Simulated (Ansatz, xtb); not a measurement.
# H5NSSn: which of two structures lies lower

We compare a, a singlet given by its coordinates, with b, a singlet given by its coordinates. Both are isolated molecules in the gas phase, relaxed with PBE-D3(BJ)/def2-SVP.

a (Å):

```xyz
8

N     0.3438   -0.8463   -0.0461
S     2.9228    1.1685    0.1533
Sn    1.3557    0.5857   -1.7617
H     1.0063   -0.5699    0.7012
H    -0.6138   -0.6411    0.2671
H     0.4282   -1.8593   -0.2014
H     2.3674   -0.8732   -2.0860
H     2.3043    2.3471    0.4476
```

Close contacts (Å): N1–Sn3 2.45, S2–Sn3 2.54, N1–H4 1.04, N1–H5 1.03, N1–H6 1.03, S2–H8 1.36, Sn3–H7 1.80.

b (Å):

```tsv
atom	x (Å)	y (Å)	z (Å)
N	0.7639	-1.2278	-0.4768
S	2.2072	1.5702	-1.4020
Sn	0.1000	1.0899	-0.0297
H	1.0554	-1.7904	0.3329
H	0.1480	-1.7994	-1.0695
H	1.0630	0.8842	1.4894
H	3.0676	1.4451	-0.3544
H	1.6041	-0.9676	-1.0254
```

Close contacts (Å): N1–Sn3 2.45, S2–Sn3 2.56, N1–H4 1.03, N1–H5 1.03, N1–H8 1.04, S2–H7 1.36, Sn3–H6 1.81.

Energies in hartree; the thermal terms are from PBE-D3(BJ)/def2-SVP harmonic frequencies (ideal gas, rigid rotor, one conformer each, 298.15 K, 1 atm) and include the zero-point energy:

|  | a | b |
| --- | --- | --- |
| E, CCSD(T)/def2-TZVP | −669.087846 | −669.085631 |
| zero-point energy | 0.051646 | 0.051353 |
| H(298 K) − E | 0.059038 | 0.058818 |
| G(298 K) − E | 0.020546 | 0.020193 |

**Question.** Work out ΔE, ΔE₀, ΔH and ΔG for a → b in kJ/mol (1 Eh = 2625.50 kJ/mol) and the equilibrium ratio [b]/[a].

**Answer.** 1. ΔE = −669.085631 − (−669.087846) = +0.002215 Eh = +5.82 kJ/mol.
2. ΔE₀ = ΔE + ΔZPE = +0.002215 + (−0.000293) Eh = +5.05 kJ/mol.
3. ΔH = ΔE + (−0.000220) Eh = +5.24 kJ/mol.
4. ΔG = ΔE + (−0.000353) Eh = +4.89 kJ/mol, so ΔS = (ΔH − ΔG)/T = +1.2 J/(mol K).
5. kT = 0.9442 mEh, so K = [b]/[a] = exp(−ΔG/kT) = exp(−1.97) ≈ 0.14.

Structure a is favoured at this temperature. An error of 4 kJ/mol in ΔG would change K by a factor of 5. Mirror images and further conformers aren't counted.

Other levels gave ΔE = +5.1 (PBE-D3(BJ)/def2-SVP); +5.6 (HF/def2-TZVP); +6.5 (MP2/def2-TZVP) kJ/mol. The correlated steps freeze 10 core orbitals; the filled d shell of Sn is correlated, in a basis made for valence electrons. Atoms past krypton carry core potentials in the def2 sets, without spin–orbit terms. Programs: Ansatz 0.2.0.
